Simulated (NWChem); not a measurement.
System: C$_{4}$H$_{7}$Cl; SMILES C[C@@H]1C[C@H]1Cl

Input file for NWChem:

```
start job
memory heap 200 mb stack 900 mb global 1100 mb
geometry units angstroms noautosym nocenter noautoz
  C      0.686306     2.257460     0.071674
  C      0.098556     0.967792    -0.434469
  C     -1.290251     0.527984    -0.049421
  C     -0.096433    -0.191682     0.488278
  Cl     0.261452    -1.825408    -0.064420
  H      1.786952     2.222938     0.070951
  H      0.357388     2.469330     1.100983
  H      0.375058     3.107128    -0.556190
  H      0.399933     0.684664    -1.448808
  H     -1.864386     1.145336     0.648668
  H     -1.889729     0.009514    -0.801662
  H      0.160725    -0.067519     1.543692
end
basis spherical
  * library def2-tzvp
end
dft
  xc pbe0
  iterations 150
  semidirect filesize 400000000
end
property
  efieldgrad
end
task dft property
```

Excerpt of the output:

```
             Northwest Computational Chemistry Package (NWChem) 7.3.0
             --------------------------------------------------------

                             Geometry "geometry" -> ""
                             -------------------------

 Output coordinates in angstroms (scale by  1.889725989 to convert to a.u.)

  No.       Tag          Charge          X              Y              Z
 ---- ---------------- ---------- -------------- -------------- --------------
    1 C                    6.0000     0.68630600     2.25746000     0.07167400
    2 C                    6.0000     0.09855600     0.96779200    -0.43446900
    3 C                    6.0000    -1.29025100     0.52798400    -0.04942100
    4 C                    6.0000    -0.09643300    -0.19168200     0.48827800
    5 Cl                  17.0000     0.26145200    -1.82540800    -0.06442000
    6 H                    1.0000     1.78695200     2.22293800     0.07095100
    7 H                    1.0000     0.35738800     2.46933000     1.10098300
    8 H                    1.0000     0.37505800     3.10712800    -0.55619000
    9 H                    1.0000     0.39993300     0.68466400    -1.44880800
   10 H                    1.0000    -1.86438600     1.14533600     0.64866800
   11 H                    1.0000    -1.88972900     0.00951400    -0.80166200
   12 H                    1.0000     0.16072500    -0.06751900     1.54369200

 Effective nuclear repulsion energy (a.u.)     216.6639762569

                              NWChem Property Module
                              ----------------------

  itol2e modified to match energy
  convergence criterion.

                                 NWChem DFT Module
                                 -----------------

 Summary of "ao basis" -> "ao basis" (spherical)
 ------------------------------------------------------------------------------
       Tag                 Description            Shells   Functions and Types
 ---------------- ------------------------------  ------  ---------------------
 C                         def2-tzvp                11       31   5s3p2d1f
 Cl                        def2-tzvp                13       37   5s5p2d1f
 H                         def2-tzvp                 4        6   3s1p

  itol2e modified to match energy
  convergence criterion.

            General Information
            -------------------
          SCF calculation type: DFT
          Wavefunction type:  closed shell.
          No. of atoms     :    12
          No. of electrons :    48
           Alpha electrons :    24
            Beta electrons :    24
          Charge           :     0
          Spin multiplicity:     1
          Use of symmetry is: off; symmetry adaption is: off
          Maximum number of iterations: 150
          AO basis - number of functions:   203
                     number of shells:    85
          Convergence on energy requested:  1.00D-07
          Convergence on density requested:  1.00D-05
          Convergence on gradient requested:  5.00D-04

              XC Information
              --------------
                         PBE0 Method XC Functional
                     Hartree-Fock (Exact) Exchange  0.250
          PerdewBurkeErnzerhof Exchange Functional  0.750
            Perdew 1991 LDA Correlation Functional  1.000 local
           PerdewBurkeErnz. Correlation Functional  1.000 non-local

             Grid Information
             ----------------
          Grid used for XC integration:  fine
          Radial quadrature: Mura-Knowles
          Angular quadrature: Lebedev.
          Tag              B.-S. Rad. Rad. Pts. Rad. Cut. Ang. Pts.
          ---              ---------- --------- --------- ---------
          C                   0.70       70          11.0       590
          Cl                  1.00      123          13.0       770
          H                   0.35       60          12.0       590
          Grid pruning is: on
          Number of quadrature shells:   823
          Spatial weights used:  Erf1

[...]

          -----------------------
          Electric field gradient
          -----------------------

 1 a.u. = 0.324123 10**(16) esu/cm**3  ( or statvolts/cm**2 ) = 0.97174 10**(22) v/m**2

 ------------------------------------------------------------
   Atom      X         Y         Z
 ------------------------------------------------------------
    1 C    1.29693   4.26598   0.13544
 ------------------------------------------------------------

 Electric field gradient in molecular frame (a.u.)
         XX             YY             ZZ             XY             XZ             YZ
 ------------------------------------------------------------------------------------------
        0.025386      -0.034018       0.008632      -0.024842      -0.011530      -0.033903

 Principal components (a.u.) and orientation
 of principal axis w.r.t. absolute frame                      Asymmetry parameter eta
 --------------------------------------------------------------------------------------
       -0.061354       0.034463       0.026891                       0.123423

        0.300543       0.924071      -0.236149
        0.837994      -0.374075      -0.397284
        0.455456       0.078490       0.886791

 ------------------------------------------------------------
   Atom      X         Y         Z
 ------------------------------------------------------------
    2 C    0.18624   1.82886  -0.82103
 ------------------------------------------------------------

 Electric field gradient in molecular frame (a.u.)
         XX             YY             ZZ             XY             XZ             YZ
 ------------------------------------------------------------------------------------------
        0.002491      -0.021031       0.018539      -0.102753       0.065522       0.075588

 Principal components (a.u.) and orientation
 of principal axis w.r.t. absolute frame                      Asymmetry parameter eta
 --------------------------------------------------------------------------------------
       -0.166704       0.094228       0.072476                       0.130484

        0.583812       0.728259       0.358891
        0.658341      -0.683328       0.315675
       -0.475133      -0.051978       0.878377

 ------------------------------------------------------------
   Atom      X         Y         Z
 ------------------------------------------------------------
    3 C   -2.43822   0.99775  -0.09339
 ------------------------------------------------------------

 Electric field gradient in molecular frame (a.u.)
         XX             YY             ZZ             XY             XZ             YZ
 ------------------------------------------------------------------------------------------
       -0.158063       0.088635       0.069428       0.049520      -0.021696       0.001749

 Principal components (a.u.) and orientation
 of principal axis w.r.t. absolute frame                      Asymmetry parameter eta
 --------------------------------------------------------------------------------------
       -0.169590       0.098415       0.071175                       0.160623

        0.977992       0.195996      -0.071531
       -0.188160       0.976669       0.103506
        0.090149      -0.087769       0.992053

 ------------------------------------------------------------
   Atom      X         Y         Z
 ------------------------------------------------------------
    4 C   -0.18223  -0.36223   0.92271
 ------------------------------------------------------------

 Electric field gradient in molecular frame (a.u.)
         XX             YY             ZZ             XY             XZ             YZ
 ------------------------------------------------------------------------------------------
        0.264200      -0.363257       0.099057       0.198157      -0.032530      -0.121946

 Principal components (a.u.) and orientation
 of principal axis w.r.t. absolute frame                      Asymmetry parameter eta
 --------------------------------------------------------------------------------------
       -0.442402       0.340326       0.102076                       0.538536

       -0.256242       0.911337       0.322186
        0.946179       0.304655      -0.109230
        0.197701      -0.276857       0.940353

 ------------------------------------------------------------
   Atom      X         Y         Z
 ------------------------------------------------------------
    5 Cl   0.49407  -3.44952  -0.12174
 ------------------------------------------------------------

 Electric field gradient in molecular frame (a.u.)
         XX             YY             ZZ             XY             XZ             YZ
 ------------------------------------------------------------------------------------------
        1.751531      -3.080491       1.328959       1.109027       0.365026      -1.740546

 Principal components (a.u.) and orientation
 of principal axis w.r.t. absolute frame                      Asymmetry parameter eta
 --------------------------------------------------------------------------------------
       -3.924827       1.996981       1.927846                       0.017615

       -0.201447       0.940794       0.272626
        0.925538       0.273934      -0.261417
        0.320621      -0.199664       0.925924

 ------------------------------------------------------------
   Atom      X         Y         Z
 ------------------------------------------------------------
    6 H    3.37685   4.20074   0.13408
 ------------------------------------------------------------

 Electric field gradient in molecular frame (a.u.)
         XX             YY             ZZ             XY             XZ             YZ
 ------------------------------------------------------------------------------------------
       -0.282983       0.139254       0.143729       0.013820       0.000873      -0.002677

[...]
```

Level: PBE0/def2-TZVP. Geometry: optimised at PBE0/def2-SVP. No frequency run checked for a minimum. NWChem prints the field gradient with the sign opposite to the second derivative of the potential.
